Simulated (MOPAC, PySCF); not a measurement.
CH2N2, SMILES `N#CN`, neutral singlet in the gas phase. 

Cartesian coordinates (Å):
```xyz
5

N      1.9173    -0.0958    -0.0915
C      0.7553    -0.0410     0.0193
N     -0.5722     0.0173     0.2195
H     -1.0056     0.9057    -0.0238
H     -1.0948    -0.7862    -0.1235
```
Charge 0, multiplicity 1.

All levels are single points at this geometry (PBE-D3(BJ)/def2-TZVP); Pople sets use spherical d functions. Orbital energies aren't observables, and empty levels follow the basis.

```
level                          HOMO (eV)  LUMO (eV)  gap (eV)  dipole (D)  vertical IE, Delta-SCF (eV)
-----------------------------  ---------  ---------  --------  ----------  ---------------------------
PBE-D3(BJ)/def2-TZVP in PySCF      -6.62      -0.73      5.89        4.63                            –
BP86/6-31G* in PySCF               -6.32      -0.06      6.27        4.53                            –
M06-2X/6-31G* in PySCF             -9.04       2.29     11.32        4.52                            –
PBE/6-31G* in PySCF                -6.20       0.04      6.24        4.51                        10.35
HF/3-21G in PySCF                 -10.92       5.88     16.79        4.55                            –
HF/6-31G* in PySCF                -11.12       4.88     16.00        4.73                            –
AM1 in MOPAC                      -10.62       1.66     12.28        3.50                            –
PM3 in MOPAC                      -10.03       1.08     11.11        3.74                            –
PM7 in MOPAC                      -10.70       0.93     11.63        4.40                            –
```
